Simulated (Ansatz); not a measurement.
Geometry optimisation, Ansatz, RKS B3LYP/def2-SVP.

The input (input.yaml):

```yaml
crystal:
  periodic: [false, false, false]
  atoms:
    - { symbol: Al, position_ang: [-1.0719, -0.2962, -0.8109] }
    - { symbol: Br, position_ang: [0.7442, 0.5985, -2.7598] }
    - { symbol: H, position_ang: [-1.4464, -1.787, -0.9439] }
    - { symbol: H, position_ang: [-2.2344, 0.6883, -0.5676] }
    - { symbol: H, position_ang: [0.6714, 0.3416, -0.7753] }
    - { symbol: Si, position_ang: [0.8178, 0.159, 1.0821] }
    - { symbol: H, position_ang: [2.1472, -0.3264, 1.4422] }
    - { symbol: H, position_ang: [0.582, 1.4349, 1.7619] }
    - { symbol: H, position_ang: [-0.2099, -0.8127, 1.5711] }
basis:
  gaussian: { orbitals: def2-SVP }
hamiltonian:
  xc: b3lyp
relax:
  f_tol: 0.15
  max_steps: 25
  restrain:
    - { distance: [0, 5], at: 2.32, k: 30.0 }
    - { distance: [4, 1], at: 1.51, k: 30.0 }
    - { distance: [0, 1], at: 3.71, k: 30.0 }
    - { distance: [4, 5], at: 2.72, k: 30.0 }
```

Run as:

```bash
$ ansatz run input.yaml --threads 2 --pin off --max-ram 3072MiB --backend cpu --events-out ev --progress --plain --runs-dir out
```

Problem. Where does it end, and by what steps?

Solution. The run converged. The restraints hold the end off the free minimum. After 14 steps the energy has fallen by 0.170 eV (the restraints' own energy left out); H5 moved furthest, 1.14 Å. Parted: Al1–Br2, Al1–H5. Joined: Br2–H5.

| step | energy less start (eV) | largest force component (eV/Å) | accepted |
| --- | --- | --- | --- |
| 0 | 0.0000 | 1.507 | yes |
| 1 | 0.5492 | 1.559 | yes |
| 2 | 0.7600 | 1.836 | yes |
| 3 | 0.7192 | 1.861 | yes |
| 4 | 0.3916 | 1.322 | yes |
| 5 | 0.1968 | 0.937 | yes |
| 6 | 0.1060 | 0.810 | yes |
| 7 | 0.0523 | 1.138 | yes |
| 8 | -0.0210 | 0.911 | yes |
| 9 | -0.0561 | 1.267 | yes |
| 10 | -0.1105 | 1.048 | yes |
| 11 | -0.1279 | 1.336 | yes |
| 12 | -0.1583 | 1.074 | yes |
| 13 | -0.1681 | 0.914 | yes |
| 14 | -0.1698 | 0.878 | yes |

```xyz
9
Properties=species:S:1:pos:R:3
Al -1.456 -0.491 -0.319
Br 1.201 0.930 -2.477
H -1.516 -1.926 -0.997
H -2.660 0.523 -0.526
H 1.733 0.454 -1.180
Si 0.332 0.042 1.120
H 1.648 -0.425 0.551
H 0.495 1.509 1.365
H 0.223 -0.617 2.463
```

Whether the end is a true minimum wasn't checked by a vibrational analysis.

The run took 30 s on 2 threads of Arm Neoverse V2, on a shared host, peak memory 0.21 GiB.
